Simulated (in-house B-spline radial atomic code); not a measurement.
Co¹⁷⁺. Computed with a B-spline radial atomic code. Model: all-electron spherical atom, spin shells full or empty, radial basis limit, no spin-orbit coupling: exact exchange with a local potential (Slater, KLI or optimised effective potential, whose far tail is KLI's), no correlation.

Exchange potential has not reached -1/r at the last radius.

The run also made RPA and GW results, which its time includes.

The Slater potential averages the orbital exchange potentials with the orbital densities as weights, KLI adds orbital constants, and the optimised effective potential minimises the exact-exchange energy among local potentials. So their energies lie above Hartree-Fock in the order OEP, KLI, Slater. All fall off as −1/r, unlike LDA and GGA exchange.

Command:
```bash
python run_gw.py task.json out
```
Settings (nuclear radius in fm, other lengths in bohr, energies in hartree):
```
Z                      27
electrons              10
configuration          [He] 2s2 2p6
hamiltonian            x2c
method                 oep
lmax                   9
rms_radius             3.7875
spin_polarised         False
box_radius             4.58
intervals              94
```

Time taken, with all properties: 2.8 s on 1 thread of Arm Neoverse N1 (shared host).

Given: hamiltonian one-electron scalar X2C; mean-field start exchange-only OEP.

Computed: energy above Hartree-Fock 2.1091 millihartree.

```tsv
radius (bohr)	r times exchange potential (hartree bohr)
0.00185	-0.044531
0.00219	-0.052673
0.00258	-0.061983
0.00305	-0.073157
0.00361	-0.086399
0.00426	-0.10166
0.00503	-0.11955
0.00594	-0.14043
0.00702	-0.16478
0.00829	-0.19276
0.0098	?
0.0116	-0.26197
0.0137	-0.30285
0.0161	-0.34654
0.0191	-0.3965
0.0225	-0.44687
0.0266	-0.49895
0.0314	-0.54843
0.0371	?
0.0439	-0.62437
0.0518	-0.63836
0.0612	-0.63037
0.0723	-0.61015
0.0854	-0.61886
0.101	-0.70509
0.119	-0.85043
0.141	-1.0088
0.166	-1.1425
0.197	-1.2562
0.232	-1.3322
0.274	-1.369
0.324	-1.3639
0.383	-1.3254
0.452	-1.2692
0.534	-1.2084
0.631	-1.1528
0.745	-1.0972
```

Problem. What belongs in the row 0.0098?

Solution. r times exchange potential (hartree bohr): -0.22503.

Problem. What belongs in the row 0.0371?

Solution. r times exchange potential (hartree bohr): -0.59204.

| occupied | level (hartree) | Hartree-Fock level (hartree) |
| --- | --- | --- |
| 1s | -303.27 | -308.33 |
| 2s | -56.209 | -56.651 |
| 2p | -51.624 | -51.623 |

| empty | level (hartree) |
| --- | --- |
| 3s | -22.003 |
| 3p | -20.643 |
| 3d | ? |
| 4s | -11.673 |
| 4p | -11.123 |
| 4d | -10.488 |
| 4f | -10.231 |

Problem. What belongs in the row 3d?

Solution. level (hartree): -18.979.

The highest level, 2p, differs from Hartree-Fock by -0.018 eV and the deepest, 1s, by +138 eV: a local potential can match the highest level but can't give each shell its own exchange.
